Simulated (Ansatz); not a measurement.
H2SSn (SMILES [SH][SnH]) moved off its minimum; all values from Ansatz (a first-principles code), cores frozen in correlated methods. Elements past Kr take the def2 small-core potentials, without spin–orbit coupling.
(charge 0, multiplicity 1)
```xyz
4

Sn     0.0707    -0.4834     0.4915
H      0.6333    -1.4302    -1.1393
S     -0.3978     1.3239    -1.0653
H     -0.5706     2.2164    -0.2780
```

Forces at HF/def2-TZVPP (eV/Å):

| atom | Fx | Fy | Fz |
|---|---|---|---|
| Sn1 | 0.567 | -0.657 | -1.818 |
| H2 | -0.522 | 0.541 | 1.587 |
| S3 | 0.866 | -3.661 | -3.124 |
| H4 | -0.911 | 3.776 | 3.355 |

Q: Give the forces (eV/Å), the total energy and the dipole at CCSD(T)/def2-TZVPPD.

A: 
```json
[
 {"atom": "Sn1", "Fx": "0.496", "Fy": "-0.620", "Fz": "-1.307"},
 {"atom": "H2", "Fx": "-0.459", "Fy": "0.490", "Fz": "1.270"},
 {"atom": "S3", "Fx": "0.880", "Fy": "-3.722", "Fz": "-3.508"},
 {"atom": "H4", "Fx": "-0.917", "Fy": "3.852", "Fz": "3.546"}
]
```
Energy -612.3765 hartree, dipole 2.30 D.
